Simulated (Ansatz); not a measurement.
`OB[SiH2][SiH2]F` + `BN` → `BN[SiH2]F` + `OB[SiH3]`  (cleavage of the Si–Si bond)

Calculated with Ansatz (gas phase, PBE0-D4/def2-TZVP geometries, no zero-point term in ΔE). CCSD(T)/CBS is the MP2 limit (def2-TZVPP, def2-QZVPP) plus CCSD(T) − MP2 in def2-TZVPP, frozen cores. This one scheme is used for every species. DFT in def2-TZVPP. B3LYP here is the variant with VWN-RPA as its local correlation; programs differ in this. Each species was taken in one conformer, which may not be the lowest.

```csv
level,ΔE (kcal/mol),difference from CCSD(T)/CBS
PBE-D4,-7.0,6.4
r2SCAN-D4,-10.8,2.6
PBE0-D4,-9.1,4.3
B3LYP-D4,-11.8,1.6
ωB97X-V,-12.3,1.1
ωB97M-V,-13.4,0.0
B2PLYP,-13.8,-0.4
PBE,-7.5,5.9
r2SCAN,-11.0,2.4
PBE0,-9.6,3.8
B3LYP,-12.6,0.8
HF/def2-TZVPP,-19.3,-5.9
MP2/def2-TZVPP,-15.3,-1.9
SCS-MP2/def2-TZVPP,-16.1,-2.7
CCSD/def2-TZVPP,-14.5,-1.1
CCSD(T)/def2-TZVPP,-13.6,-0.2
HF/def2-QZVPP,-19.7,-6.3
MP2/def2-QZVPP,-15.3,-1.9
SCS-MP2/def2-QZVPP,-16.1,-2.7
HF/CBS(def2),-19.7,-6.3
MP2/CBS(def2),-15.1,-1.7
CCSD/CBS(def2),-14.3,-0.9
CCSD(T)/CBS,-13.4,0
```

Largest T1 diagnostic among the species: 0.014.

From PBE to PBE0 (25 % exact exchange), in def2-TZVPP and without D4, ΔE moves by −2.2 kcal/mol. In def2-TZVPP, CCSD(T) changes the Hartree–Fock value by +5.7 kcal/mol (the triples alone add +0.9 kcal/mol) and MP2 by +4.0 kcal/mol.
